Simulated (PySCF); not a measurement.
## Ru (ruthenium, neutral) across methods

[Kr] 4d7 5s1, high-spin 5F determinant. Computed with PySCF 2.14 in cc-pwCVTZ-PP with ECP28MDF (7s7p6d3f2g, 97 functions), with a scalar-relativistic core potential.

| method | E (hartree) | mean ε 4d α (eV) | mean ε 4d β (eV) | mean ε 5s α (eV) | Σ⟨r²⟩ (bohr²) | ⟨S²⟩ |
| --- | --- | --- | --- | --- | --- | --- |
| PBE0 | -94.4835 | -7.416 | -5.516 | -5.343 | 48.99 | 6.002 |
| UHF | -93.81613 | -11.472 | -9.012 | -6.472 | 49.65 | 6.005 |
| LDA | -94.2898 | -6.058 | -4.204 | -5.030 | 49.33 | 6.001 |
| PBE | -94.5047 | -5.900 | -4.151 | -4.796 | 49.36 | 6.001 |
| BLYP | -94.4616 | -5.699 | -4.179 | -4.627 | 49.62 | 6.002 |
| wB97M-V | -94.3983 | -9.758 | -7.947 | -6.942 | 49.19 | 6.004 |
| HSE06 | -94.4825 | -7.005 | -5.128 | -4.992 | 49.04 | 6.002 |
| wB97X | -94.4679 | -9.689 | -8.026 | -6.749 | 49.12 | 6.005 |
| r2SCAN | -94.5244 | -6.193 | -4.132 | -5.037 | 48.68 | 6.002 |

Energies and moments cover only the electrons outside the core potential.
